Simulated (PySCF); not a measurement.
# Computed data sheet: `[AsH3+][GaH2-][CH]1CC1`

Species: C₃H₁₀AsGa.
SMILES with atom numbers: `[AsH3+:1][GaH2-:2][CH:3]1[CH2:4][CH2:5]1` (hydrogens: H6, H7, H8 on As1; H9, H10 on Ga2; H11 on C3; H12, H13 on C4; H14, H15 on C5)

Structural features include: cyclopropane ring.

From PBE0-D3(BJ)/def2-SVP geometry optimisation, gas phase (PySCF):

| Property | Result |
| --- | --- |
| Point group | C1 |
| Rotational constants A, B, C | 2.980, 1.049, 0.818 GHz |

From B3LYP/def2-SVPD ground state, ΔSCF and vertical TDDFT (core frozen in the response) (PySCF):

| Property | Result |
| --- | --- |
| Dipole moment | 3.07 D |
| HOMO energy | -6.97 eV |
| LUMO energy | -0.67 eV |
| HOMO–LUMO gap | 6.30 eV |
| Lowest singlet excitation | 5.49 eV (226 nm, f = 0.001) |
| Strongest line among the 10 lowest singlet transitions | S10 at 6.73 eV (184 nm, f = 0.092) |
| Lowest triplet excitation (Tamm–Dancoff) | 5.35 eV |
| Static isotropic polarisability | 103.3 au |
| Vertical ionisation energy | 9.00 eV |
| Electronic spatial extent ⟨r²⟩ about the centre of nuclear charge | 1344 bohr² |

**HF/pcSseg-1 ground state and GIAO shieldings, non-relativistic (PySCF)**

| Property | Result |
| --- | --- |
| 13C chemical shifts (computed TMS as zero) by class | -0.2 (C4/C5), -15.7 (C3) ppm |
| 1H chemical shifts (computed TMS as zero) by class | 3.64 (H9/H10), 3.43 (H6/H7/H8), 0.47 (H12/H14), -0.02 (H13/H15), -1.27 (H11) ppm |
| Isotropic shieldings of nuclei other than C and H, by class | 1658 (Ga2), 1877 (As1) ppm |

**B3LYP/pcJ-1 As:pcSseg-1 Ga:pcSseg-1 indirect spin-spin coupling, non-relativistic, gas phase; spin–dipole term left out (PySCF)**

| Quantity | Value |
| --- | --- |
| Largest of the computed one-bond spin–spin couplings (means over like bonds) | 13C–1H +168.8 (C4–H13 and 1 like it), 13C–1H +167.7 (C4–H12 and 1 like it), 13C–1H +157.3 (C3–H11), 13C–13C +17.3 (C4–C5), 13C–13C +10.0 (C3–C4 and 1 like it) Hz |

delta-SCF UKS SCAN, pcX-2 on the ionised atom, pcseg-1 elsewhere, spin-free X2C (PySCF):

| Property | Result |
| --- | --- |
| Core binding energies | C1s 289.4 (C3), C1s 290.2 (C4/C5) eV |

Monoisotopic mass (most abundant isotopes): 189.9254 u.

The largest Löwdin shares of the LUMO are 0.28 on As1, 0.19 on Ga2, 0.13 on H8 and 0.12 on H7. S1 lies 0.81 eV below the HOMO–LUMO gap; its leading configuration is HOMO→LUMO, weight 0.98. The principal polarisabilities are 87.7, 101.6 and 120.7 au; their mean is the isotropic value. In wavenumbers S1 is 44300 cm⁻¹ (1 eV = 8065.54 cm⁻¹). No computed singlet falls in the visible range (750 to 380 nm, 1.65 to 3.26 eV); S1 lies 2.23 eV above its blue end.

One conformer (not necessarily the lowest) at the PBE0-D3(BJ)/def2-SVP geometry, without solvent or vibrations. The calculation (core ionisation apart) is non-relativistic and has no spin–orbit coupling, an omission that weighs most on arsenic and gallium. Atoms bound to As and Ga lack the heavy atom's spin–orbit term in their shielding, so their NMR values are less reliable. NMR classes are plain means over equivalent atoms (diastereotopic ones count apart unless rotation or inversion swaps them), as if these changed places fast; in this geometry the members of some classes differ.

The values belong to the conformer `[AsH3+:1][GaH2-:2][CH:3]1[CH2:4][CH2:5]1`: As1–Ga2–C3–C4 64°.
